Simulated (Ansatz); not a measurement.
Pd3H2. Total charge 0; triplet. Geometry PBE-D4/def2-TZVPD, that of the charge -1 doublet; atoms count from 1.

| atom | x (Å) | y (Å) | z (Å) |
| --- | --- | --- | --- |
| Pd1 | 0.4459 | -0.4129 | -0.6693 |
| Pd2 | -1.6425 | 1.0284 | 0.3663 |
| Pd3 | -0.0105 | -0.3300 | 1.8227 |
| H4 | 1.7393 | -1.3734 | -0.6839 |
| H5 | -0.5322 | 1.0880 | -0.8357 |

In the def2 sets Pd takes a core potential; there is no spin–orbit coupling. At PBE0-D4/def2-TZVPD a singlet of charge 0 lies 0.29 eV below the triplet at the same geometry. Another isomer (doublet) lies 0.03 eV lower at PBE0-D4/def2-TZVPD.

(1) Estimate the Mulliken populations from the PBE0/def2-TZVPD orbitals of Ansatz.

(2) Where does the spin sit?

(3) And the Mayer bond orders between heavy atoms (over 0.3)?

## Answers

(1) 
| atom | charge (e) | spin (α − β) | d electrons |
| --- | --- | --- | --- |
| Pd1 | -0.25 | 0.99 | 8.97 |
| Pd2 | -0.16 | 0.34 | 9.30 |
| Pd3 | 0.05 | 0.50 | 9.32 |
| H4 | 0.08 | 0.18 | – |
| H5 | 0.28 | -0.01 | – |
Mulliken values depend strongly on the basis. With diffuse functions, as here, like atoms can get unlike values, and bond orders can come out too low or too high.

(2) Summed by element: Pd 1.83, H 0.17, of 2 unpaired in all. Largest on single atoms: Pd1 0.99, Pd3 0.50, Pd2 0.34.

(3) Pd1–Pd2 0.54 (2.74 Å); Pd1–Pd3 0.68 (2.53 Å); Pd2–Pd3 0.71 (2.57 Å).
